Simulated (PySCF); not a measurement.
# Working out the excitation energy of N²⁺

N²⁺ [He] 2s2 2p1 (2P) → N²⁺ [He] 2s1 2p2 (4P). Computed with PySCF 2.14 in aug-cc-pVDZ, with no relativity, point nucleus. Frozen: 1s2. Energies in hartree (1 hartree = 27.21139 eV):

```json
{"part": "UHF", "N²⁺ (lower)": "-52.807269", "N²⁺ (upper)": "-52.616490"}
{"part": "MP2 opposite-spin", "N²⁺ (lower)": "-0.043764", "N²⁺ (upper)": "0.000000"}
{"part": "MP2 same-spin", "N²⁺ (lower)": "-0.002350", "N²⁺ (upper)": "-0.007077"}
```

What does Hartree-Fock give?

(-52.616490) − (-52.807269) = 0.190779 hartree = 5.191 eV.

What do MP2 and SCS-MP2 (6/5 opposite-spin, 1/3 same-spin) give?

The opposite-spin parts differ by 1.191 eV and the same-spin parts by -0.129 eV. MP2: 5.191 + (1.191) + (-0.129) = 6.253 eV. SCS-MP2: 5.191 + 1.2 × (1.191) + (-0.129)/3 = 6.577 eV.

A double-zeta basis recovers only part of the correlation energy.
